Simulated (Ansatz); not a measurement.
C₄H₁₁OSb, SMILES `C[O][SbH][CH](C)C`. Charge 0, multiplicity 1. Sb takes the def2 core potential. Geometry: relaxed with PBE0-D4/def2-TZVP. It is one conformer, not always the lowest.

```xyz
17

C    -0.456    2.692    1.446
O     0.365    1.565    1.280
Sb    0.931    1.094   -0.556
C    -0.250   -0.726   -0.706
C    -0.234   -1.508    0.593
C     0.243   -1.541   -1.890
H    -0.035    3.596    0.987
H    -0.559    2.878    2.519
H    -1.464    2.542    1.035
H     2.297    0.227    0.015
H    -1.268   -0.373   -0.910
H     0.765   -1.904    0.795
H    -0.923   -2.359    0.540
H    -0.522   -0.888    1.443
H     1.274   -1.874   -1.740
H    -0.369   -2.440   -2.023
H     0.205   -0.981   -2.829
```

**Question.** What is the dipole moment at B3LYP/def2-TZVPP? (Estimate.)

**Answer.** Computed: 1.55 D, with components (-0.81, -0.04, -1.32) D in this frame, pointing from negative to positive charge.

**Question.** And with PBE, r2SCAN, ωB97M-V? (Estimate.)

**Answer.** Computed: PBE 1.42 D, r2SCAN 1.46 D, ωB97M-V 1.54 D.

**Question.** Give the Mulliken charges with B3LYP, r2SCAN, ωB97M-V in def2-TZVPP. (Estimate.)

**Answer.** Computed: 
```tsv
atom	B3LYP	r2SCAN	ωB97M-V
C1	-0.12	0.02	-0.18
O2	-0.54	-0.54	-0.52
Sb3	0.68	0.62	0.60
C4	-0.22	-0.14	-0.31
C5	-0.25	-0.15	-0.29
C6	-0.28	-0.18	-0.33
H7	0.09	0.05	0.11
H8	0.10	0.06	0.12
H9	0.08	0.04	0.10
H10	-0.13	-0.13	-0.08
H11	0.08	0.04	0.12
H12	0.08	0.05	0.11
H13	0.08	0.04	0.10
H14	0.10	0.07	0.12
H15	0.09	0.06	0.12
H16	0.08	0.04	0.11
H17	0.09	0.05	0.12
```

B3LYP here is the variant with VWN-RPA as its local correlation; programs differ in this.
